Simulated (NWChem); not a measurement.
System: C4H7F; SMILES FC=C(C)C

Excerpt of the output:

```
             Northwest Computational Chemistry Package (NWChem) 7.3.0
             --------------------------------------------------------

                             Geometry "geometry" -> ""
                             -------------------------

 Output coordinates in angstroms (scale by  1.889725989 to convert to a.u.)

  No.       Tag          Charge          X              Y              Z
 ---- ---------------- ---------- -------------- -------------- --------------
    1 C                    6.0000     0.78565800    -1.69199200     0.00000000
    2 C                    6.0000     0.02987200    -0.39919900     0.00000000
    3 C                    6.0000    -1.46569800    -0.45925100     0.00000000
    4 C                    6.0000     0.68777700     0.76149700     0.00000000
    5 F                    9.0000     0.06555800     1.94442300     0.00000000
    6 H                    1.0000     1.87455600    -1.53754300     0.00000000
    7 H                    1.0000     0.52851600    -2.29860600     0.88499000
    8 H                    1.0000     0.52851600    -2.29860600    -0.88499000
    9 H                    1.0000    -1.91163300     0.54362400     0.00000000
   10 H                    1.0000    -1.83534300    -1.00431100    -0.88499600
   11 H                    1.0000    -1.83534300    -1.00431100     0.88499600
   12 H                    1.0000     1.77742200     0.86087800     0.00000000

 Effective nuclear repulsion energy (a.u.)     173.6047996831

                              NWChem Property Module
                              ----------------------

  itol2e modified to match energy
  convergence criterion.

                                 NWChem DFT Module
                                 -----------------

 Summary of "ao basis" -> "ao basis" (spherical)
 ------------------------------------------------------------------------------
       Tag                 Description            Shells   Functions and Types
 ---------------- ------------------------------  ------  ---------------------
 C                          pcsseg-1                 7       17   3s3p1d
 F                          pcsseg-1                 7       17   3s3p1d
 H                          pcsseg-1                 3        5   2s1p

  itol2e modified to match energy
  convergence criterion.

            General Information
            -------------------
          SCF calculation type: DFT
          Wavefunction type:  closed shell.
          No. of atoms     :    12
          No. of electrons :    40
           Alpha electrons :    20
            Beta electrons :    20
          Charge           :     0
          Spin multiplicity:     1
          Use of symmetry is: off; symmetry adaption is: off
          Maximum number of iterations: 150
          AO basis - number of functions:   120
                     number of shells:    56
          Convergence on energy requested:  1.00D-07
          Convergence on density requested:  1.00D-05
          Convergence on gradient requested:  5.00D-04

              XC Information
              --------------
                         PBE0 Method XC Functional
                     Hartree-Fock (Exact) Exchange  0.250
          PerdewBurkeErnzerhof Exchange Functional  0.750
            Perdew 1991 LDA Correlation Functional  1.000 local
           PerdewBurkeErnz. Correlation Functional  1.000 non-local

[...]

          -----------------------------------------
          Chemical Shielding Tensors (GIAO, in ppm)
          -----------------------------------------

                                NWChem CPHF Module
                                ------------------

  scftype          =     RHF
  nclosed          =       20
  nopen            =        0
  variables        =     2000
  # of vectors     =        3
  tolerance        = 0.10D-03
  level shift      = 0.00D+00
  max iterations   =       50
  max subspace     =       30

 SCF residual:    1.0869702896367413E-004

Iterative solution of linear equations
  No. of variables     2000
  No. of equations        3
  Maximum subspace       30
        Iterations       50
       Convergence  1.0D-04

   iter   nsub   residual    time
   ----  ------  --------  ---------
     1      3    5.06D-01      38.8
     2      6    2.27D-02      41.7
     3      9    2.56D-03      44.7
     4     12    1.09D-04      47.7
     5     15    2.62D-06      50.7

      Atom:    1  C
        Diamagnetic
    245.9915     -9.0150      0.0000
     -9.0150    256.3169     -0.0000
      0.0000     -0.0000    240.7302

        Paramagnetic
    -80.3589     -7.6943     -0.0000
     -7.6943    -83.1949      0.0000
     -0.0000      0.0000    -84.3249

        Total Shielding Tensor
    165.6326    -16.7093      0.0000
    -16.7093    173.1220     -0.0000
      0.0000     -0.0000    156.4053

           isotropic =     165.0533
          anisotropy =      32.1717

          Principal Components and Axis System
                 1           2           3
              186.5011    156.4053    152.2536

      1        -0.6250     -0.0000      0.7806
      2         0.7806     -0.0000      0.6250
      3        -0.0000      1.0000      0.0000

      Atom:    2  C
        Diamagnetic
    269.6231     -1.1120     -0.0000
     -1.1120    271.8568     -0.0000
     -0.0000     -0.0000    246.1864

        Paramagnetic
   -261.2906     60.6032      0.0000
     60.6032   -245.1563     -0.0000
      0.0000     -0.0000    -87.7655

        Total Shielding Tensor
      8.3325     59.4912      0.0000
     59.4912     26.7004     -0.0000
      0.0000     -0.0000    158.4209

           isotropic =      64.4846
          anisotropy =     140.9044

          Principal Components and Axis System
                 1           2           3
              158.4209     77.7124    -42.6795

      1         0.0000      0.6509      0.7591
      2        -0.0000      0.7591     -0.6509
      3         1.0000     -0.0000     -0.0000

      Atom:    3  C
        Diamagnetic
    261.6554      2.1369     -0.0000
      2.1369    241.0255     -0.0000
     -0.0000     -0.0000    241.1759

        Paramagnetic
    -78.0684     -3.7462      0.0000
     -3.7462    -89.3116     -0.0000
      0.0000     -0.0000    -69.2293

        Total Shielding Tensor
    183.5870     -1.6093     -0.0000
     -1.6093    151.7140     -0.0000
     -0.0000     -0.0000    171.9467

           isotropic =     169.0825
          anisotropy =      21.8782

          Principal Components and Axis System
                 1           2           3
              183.6680    171.9467    151.6329

      1         0.9987      0.0000      0.0503
      2        -0.0503     -0.0000      0.9987
      3        -0.0000      1.0000      0.0000

      Atom:    4  C
        Diamagnetic
    252.0097      1.9527     -0.0000
      1.9527    268.7467      0.0000
     -0.0000      0.0000    229.3914

        Paramagnetic
   -283.9031     51.3963      0.0000
     51.3963   -210.0558      0.0000
      0.0000      0.0000   -158.1015

        Total Shielding Tensor
    -31.8934     53.3490      0.0000
     53.3490     58.6909      0.0000
      0.0000      0.0000     71.2899

           isotropic =      32.6958
          anisotropy =      76.0276

          Principal Components and Axis System
                 1           2           3
               83.3808     71.2899    -56.5834

      1         0.4200     -0.0000      0.9075
      2         0.9075     -0.0000     -0.4200
      3         0.0000      1.0000     -0.0000

      Atom:    5  F
        Diamagnetic
    470.2825    -10.9195      0.0000
    -10.9195    486.8085      0.0000
      0.0000      0.0000    464.4696

        Paramagnetic
   -225.4773    -20.6874     -0.0000
    -20.6874   -216.9614      0.0000
     -0.0000      0.0000    -66.4137

        Total Shielding Tensor
    244.8052    -31.6069     -0.0000
    -31.6069    269.8471      0.0000
     -0.0000      0.0000    398.0559

           isotropic =     304.2361
          anisotropy =     140.7298

          Principal Components and Axis System
                 1           2           3
              398.0559    291.3227    223.3295

      1        -0.0000     -0.5620      0.8271
      2         0.0000      0.8271      0.5620
      3         1.0000     -0.0000     -0.0000

      Atom:    6  H
        Diamagnetic
     38.9368     -2.7276      0.0000
     -2.7276     27.0185     -0.0000
      0.0000     -0.0000     21.5829

        Paramagnetic
     -3.9960      1.4436     -0.0000
      1.4436      1.3544      0.0000
     -0.0000      0.0000      4.2192

        Total Shielding Tensor
     34.9408     -1.2841     -0.0000
     -1.2841     28.3728      0.0000
     -0.0000      0.0000     25.8021

           isotropic =      29.7052
          anisotropy =       8.2166

          Principal Components and Axis System
                 1           2           3
               35.1830     28.1307     25.8021

      1         0.9827      0.1853      0.0000
      2        -0.1853      0.9827     -0.0000
      3        -0.0000      0.0000      1.0000

      Atom:    7  H
        Diamagnetic
     23.3465     -0.8960     -1.2509
     -0.8960     32.5420     -8.0870
     -1.2509     -8.0870     30.7001

        Paramagnetic
      3.5718      0.1841      0.8002
      0.1841     -1.2510      3.5484
      0.8002      3.5484      0.1711

[...]
```

Level: PBE0/pcSseg-1, GIAO. Structure relaxed at the PBE0/def2-SVP level. The output numbers the shielded atoms by their place in the input's list. The printed shielding anisotropy is the first printed principal value minus the mean of the other two.

**Question.** Which NWChem input produces such a log?

**Answer.** This is not unique; one that fits is the input that was run:
```
start job
memory heap 200 mb stack 900 mb global 1100 mb
geometry units angstroms noautosym nocenter noautoz
  C      0.785658    -1.691992     0.000000
  C      0.029872    -0.399199     0.000000
  C     -1.465698    -0.459251     0.000000
  C      0.687777     0.761497     0.000000
  F      0.065558     1.944423     0.000000
  H      1.874556    -1.537543     0.000000
  H      0.528516    -2.298606     0.884990
  H      0.528516    -2.298606    -0.884990
  H     -1.911633     0.543624     0.000000
  H     -1.835343    -1.004311    -0.884996
  H     -1.835343    -1.004311     0.884996
  H      1.777422     0.860878     0.000000
end
basis spherical
  * library pcsseg-1
end
dft
  xc pbe0
  iterations 150
end
property
  shielding 10 1 2 3 4 5 6 7 9 10 12
end
task dft property
```
